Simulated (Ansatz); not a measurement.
Basis sets compared for Be9O9H26. The state is a singlet with charge 0. Geometry r2SCAN-D4/def2-SVP, loosely relaxed. Ansatz on 2 threads of AMD EPYC 7R13 on a shared host and a share (18 GiB) of an NVIDIA H100 80GB HBM3; times are rough, and most runs start from earlier orbitals.

```
atom   x (Å)   y (Å)   z (Å)
 Be1  -2.329   0.932   0.776
 Be2   0.168   1.978   1.853
 Be3  -0.360  -0.703   1.664
 Be4  -1.016   2.552  -1.288
 Be5  -2.049  -1.380  -0.582
 Be6   0.177   0.194  -0.430
 Be7   1.780  -2.146   0.184
 Be8   0.440  -2.565  -1.673
 Be9  -0.109  -3.489   0.401
 O10  -1.403   1.677   1.979
 O11  -2.290   1.983  -0.510
 O12  -0.207   3.241   0.439
 O13  -1.186  -0.375   0.257
 O14   0.819   0.579   1.108
 O15   0.520  -2.186   1.301
 O16   0.087   1.358  -1.482
 O17  -1.041  -2.748  -0.834
 O18   1.100  -1.109  -1.028
 H19  -3.543   0.411   1.166
 H20   1.026   2.619   2.713
 H21  -0.722  -0.782   2.981
 H22   2.685  -1.218   3.190
 H23  -1.001   3.597  -2.181
 H24  -3.182  -1.436  -1.315
 H25  -0.917  -0.651  -3.890
 H26   3.778   1.142   1.604
 H27   3.094  -2.038   0.494
 H28   1.351   2.208  -4.111
 H29   0.643  -2.911  -2.961
 H30  -0.397  -4.706   0.905
 H31   1.213  -3.420  -0.566
 H32  -1.720   1.404   2.853
 H33   2.161  -1.046   3.716
 H34  -3.161   2.122  -0.903
 H35  -1.304  -0.187  -3.430
 H36  -1.002   3.639   0.847
 H37   0.444   3.953   0.325
 H38   3.304   1.611   1.973
 H39   1.765   0.511   1.328
 H40   0.782  -2.491   2.189
 H41   0.779   2.637  -3.850
 H42   0.619   1.458  -2.281
 H43  -1.598  -3.400  -1.299
 H44   1.802  -0.817  -1.634
```

Single mean-field runs in def2-TZVP are fitted with def2-universal-jkfit. The geometry of the charge 0 singlet is only loosely relaxed. In the singlet geometry the species has come apart into loosely held pieces. In the singlet, H25 and H35 lie 0.76 Å apart, H22 and H33 lie 0.76 Å apart, H28 and H41 lie 0.76 Å apart (atoms count from 1), so H2 has formed as a molecule.

Binding counts from free atoms (Be singlet, O triplet, H doublet) in the same basis, without a counterpoise term.

```csv
level,functions,energy (Eh),HOMO (eV),LUMO (eV),binding per atom (eV),wall time
PBE-D4/def2-SVP,337,-824.4273,-5.47,-1.34,3.54,2.7 s
PBE0-D4/def2-SVP,337,-824.5202,-6.76,-0.45,3.48,2.6 s
```

Task: Estimate the rows for PBE-D4/def2-TZVP, PBE0-D4/def2-TZVP (with forces).

Result: 
| level | functions | energy (Eh) | HOMO (eV) | LUMO (eV) | binding per atom (eV) | wall time |
| --- | --- | --- | --- | --- | --- | --- |
| PBE-D4/def2-TZVP | 606 | -825.3852 | -5.60 | -1.78 | 3.50 | 3.5 s |
| PBE0-D4/def2-TZVP (with forces) | 606 | -825.4695 | -6.87 | -0.98 | 3.44 | 4.6 s |
